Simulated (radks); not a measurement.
Coulomb parameter of the 4d shell of the rhodium ion Rh+ in the model configuration [Kr] 4d7 5s1, as a second difference U = [E(n + 0.5) + E(n - 0.5) - 2 E(n)] / (0.5)^2 with all orbitals relaxed. "Bare": the charge of the atom changes with n. "Screened": the 5s shell takes up the change at fixed total charge, which measures U(4d,4d) + U(5s,5s) - 2 U(4d,5s). Calculated with a radial shooting solver on a logarithmic mesh with Libxc functionals: Dirac Kohn-Sham, BLYP, spin-unpolarised, spherical densities, finite nucleus; open shells are shared between the two j in proportion to 2j + 1; Fermi nuclear charge, rms radius 4.4945 fm.

case	configuration	E - E(n) (eV)
start	[Kr] 4d7 5s1	0.000
bare +0.5	[Kr] 4d7.5 5s1	-6.845
bare -0.5	[Kr] 4d6.5 5s1	9.789
screened +0.5	[Kr] 4d7.5 5s0.5	-1.950
screened -0.5	[Kr] 4d6.5 5s1.5	2.427

U(bare) = 11.777 eV, U(screened by 5s) = 1.907 eV.
